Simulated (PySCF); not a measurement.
# Computed spin Hamiltonian

Compound: C6H17BN3 (doublet state).
Geometry (PBE0-D3(BJ)/def2-SVP, Å), atoms numbered from 1 in this order:
```xyz
27
C6H17BN3 angstrom
C     -1.3365    2.2065    0.2718
N     -0.1839    1.5340   -0.0760
C      0.8921    2.3401   -0.6038
B     -0.0671    0.0818    0.0098
N      1.2042   -0.4981    0.3468
C      1.6461   -1.7678   -0.1616
C      2.1413    0.1297    1.2381
N     -1.2163   -0.7415   -0.2257
C     -1.4053   -2.0143    0.4157
C     -2.2695   -0.3957   -1.1435
H     -2.1040    1.6673    0.8248
H     -1.3377    3.2961    0.2360
H      0.5456    2.9383   -1.4655
H      1.2943    3.0444    0.1477
H      1.7109    1.6959   -0.9471
H      2.6300   -1.6726   -0.6607
H      0.9342   -2.1515   -0.9037
H      1.7626   -2.5333    0.6315
H      1.7209    1.0585    1.6450
H      2.3807   -0.5301    2.0949
H      3.1029    0.3732    0.7437
H     -0.6323   -2.1798    1.1770
H     -1.3763   -2.8639   -0.2956
H     -2.3887   -2.0558    0.9221
H     -3.2556   -0.3383   -0.6435
H     -2.3587   -1.1504   -1.9492
H     -2.0736    0.5802   -1.6048
```

The hyperfine couplings belong to this conformer and change with its torsions.

As a line formula: `[CH2]N(C)B(N(C)C)N(C)C` [radical].

Method: UKS B3LYP, IGLO-III on B C N, pcH-1 on H, non-relativistic, mean-field spin-orbit, GIAO in PySCF. Isolated species at its PBE0-D3(BJ)/def2-SVP geometry (one conformer only). No stability test was run, so a lower SCF solution isn't excluded.

```
g1, g2, g3                      : 2.00221, 2.00288, 2.00338
g_iso                           : 2.00282
Form of g                       : rhombic: the two nearest values differ by 43 % of g3 − g1
⟨S²⟩                            : 0.7538 (exact 0.7500)
HOMO–LUMO gap, α and β orbitals : 4.22, 4.99 eV
```

Isotropic coupling and dipolar principal values T1 to T3, in 10⁻⁴ cm⁻¹ (1 × 10⁻⁴ cm⁻¹ = 2.998 MHz):

```json
{"atom": "C1", "isotope": "13C", "a_iso": "25.8", "T1": "-21.1", "T2": "-20.9", "T3": "42.0", "Mulliken spin population": "0.92"}
{"atom": "N2", "isotope": "14N", "a_iso": "1.0", "T1": "-3.3", "T2": "-3.0", "T3": "6.3", "Mulliken spin population": "0.10"}
{"atom": "C3", "isotope": "13C", "a_iso": "-2.2", "T1": "-0.5", "T2": "-0.2", "T3": "0.7", "Mulliken spin population": "-0.03"}
{"atom": "B4", "isotope": "11B", "a_iso": "-1.8", "T1": "-1.3", "T2": "0.1", "T3": "1.2", "Mulliken spin population": "0.04"}
{"atom": "N5", "isotope": "14N", "a_iso": "0.7", "T1": "-0.2", "T2": "-0.1", "T3": "0.3", "Mulliken spin population": "0.01"}
{"atom": "C6", "isotope": "13C", "a_iso": "0.5", "T1": "-0.1", "T2": "-0.1", "T3": "0.3", "Mulliken spin population": "0.00"}
{"atom": "C7", "isotope": "13C", "a_iso": "0.4", "T1": "-0.2", "T2": "-0.1", "T3": "0.3", "Mulliken spin population": "0.00"}
{"atom": "N8", "isotope": "14N", "a_iso": "0.9", "T1": "-0.3", "T2": "-0.2", "T3": "0.5", "Mulliken spin population": "0.01"}
{"atom": "C9", "isotope": "13C", "a_iso": "0.7", "T1": "-0.2", "T2": "-0.1", "T3": "0.3", "Mulliken spin population": "0.00"}
{"atom": "C10", "isotope": "13C", "a_iso": "0.4", "T1": "-0.3", "T2": "-0.1", "T3": "0.4", "Mulliken spin population": "0.01"}
{"atom": "H11", "isotope": "1H", "a_iso": "-15.4", "T1": "-10.3", "T2": "0.2", "T3": "10.1", "Mulliken spin population": "-0.04"}
{"atom": "H12", "isotope": "1H", "a_iso": "-17.0", "T1": "-10.5", "T2": "0.6", "T3": "9.9", "Mulliken spin population": "-0.05"}
{"atom": "H13", "isotope": "1H", "a_iso": "5.7", "T1": "-1.2", "T2": "-0.9", "T3": "2.1", "Mulliken spin population": "0.02"}
{"atom": "H14", "isotope": "1H", "a_iso": "6.6", "T1": "-1.1", "T2": "-0.8", "T3": "1.9", "Mulliken spin population": "0.02"}
{"atom": "H15", "isotope": "1H", "a_iso": "-0.3", "T1": "-1.0", "T2": "-0.8", "T3": "1.8", "Mulliken spin population": "0.00"}
{"atom": "H16", "isotope": "1H", "a_iso": "0.6", "T1": "-0.2", "T2": "-0.2", "T3": "0.4", "Mulliken spin population": "0.00"}
{"atom": "H17", "isotope": "1H", "a_iso": "0.0", "T1": "-0.3", "T2": "-0.2", "T3": "0.5", "Mulliken spin population": "0.00"}
{"atom": "H18", "isotope": "1H", "a_iso": "-0.1", "T1": "-0.2", "T2": "-0.2", "T3": "0.4", "Mulliken spin population": "0.00"}
{"atom": "H19", "isotope": "1H", "a_iso": "0.0", "T1": "-0.8", "T2": "-0.6", "T3": "1.4", "Mulliken spin population": "0.00"}
{"atom": "H20", "isotope": "1H", "a_iso": "1.1", "T1": "-0.3", "T2": "-0.2", "T3": "0.5", "Mulliken spin population": "0.00"}
{"atom": "H21", "isotope": "1H", "a_iso": "0.2", "T1": "-0.3", "T2": "-0.3", "T3": "0.6", "Mulliken spin population": "0.00"}
{"atom": "H22", "isotope": "1H", "a_iso": "0.0", "T1": "-0.3", "T2": "-0.3", "T3": "0.6", "Mulliken spin population": "0.00"}
{"atom": "H23", "isotope": "1H", "a_iso": "0.4", "T1": "-0.3", "T2": "-0.2", "T3": "0.5", "Mulliken spin population": "0.00"}
{"atom": "H24", "isotope": "1H", "a_iso": "1.0", "T1": "-0.3", "T2": "-0.2", "T3": "0.6", "Mulliken spin population": "0.00"}
{"atom": "H25", "isotope": "1H", "a_iso": "-0.2", "T1": "-0.7", "T2": "-0.5", "T3": "1.2", "Mulliken spin population": "0.00"}
{"atom": "H26", "isotope": "1H", "a_iso": "-0.3", "T1": "-0.5", "T2": "-0.3", "T3": "0.8", "Mulliken spin population": "0.00"}
{"atom": "H27", "isotope": "1H", "a_iso": "0.3", "T1": "-1.6", "T2": "-1.1", "T3": "2.7", "Mulliken spin population": "-0.01"}
```

Largest spin populations (Mulliken): C1 (+0.92) and N2 (+0.10). No atom but C1 exceeds +0.15. The angles at C1 add up to 357.8°, so it is nearly planar; its axial dipolar tensor and the negative couplings of its protons fit spin in a p orbital normal to that plane.

Axes: g2 points within 6° of the C1–N2 bond.

Under fast tumbling the dipolar parts average out, and these isotropic splittings remain (the largest six): 1 × 1H (H12, I = 1/2, 2 lines) with 1.82 mT, 1 × 1H (H11, I = 1/2, 2 lines) with 1.65 mT, 3 × 1H (H13/H14/H15, I = 1/2, 4 lines) with 0.43 mT, 1 × 11B (B4, I = 3/2, 4 lines) with 0.19 mT, 1 × 14N (N2, I = 1, 3 lines) with 0.11 mT and 1 × 14N (N8, I = 1, 3 lines) with 0.10 mT.

Nuclei that the bonding pattern makes equivalent are averaged, as if the motion that swaps them (rotation, inversion, ring flip) were fast. H11 and H12 aren't averaged: C1 is flat or nearly so (angle sum 358°), and its turn about the short C1–N2 bond (1.38 Å) is taken as slow. N5 and N8, with what hangs on them, aren't averaged: B4 is flat or nearly so (angle sum 360°), and its turn about the short B4–N2 bond (1.46 Å) is taken as slow. The three 1H nuclei of mean +12.0 MHz run from -1.0 to 19.8 MHz in the frozen geometry.

Main isotope only: 11B (natural samples also hold 20 % 10B, magnetic too, which adds its own pattern).

The 13C coupling of C1 (77.4 MHz) shows only in satellite lines or after enrichment, since that isotope makes up about 1.07 % of natural carbon.

β density exceeds α density at some nuclei, such as H12 (-0.0114), H11 (-0.0103) and C3 (-0.0057), spin density in bohr⁻³. In a single determinant that takes different orbitals for the two spins, that is spin polarisation.
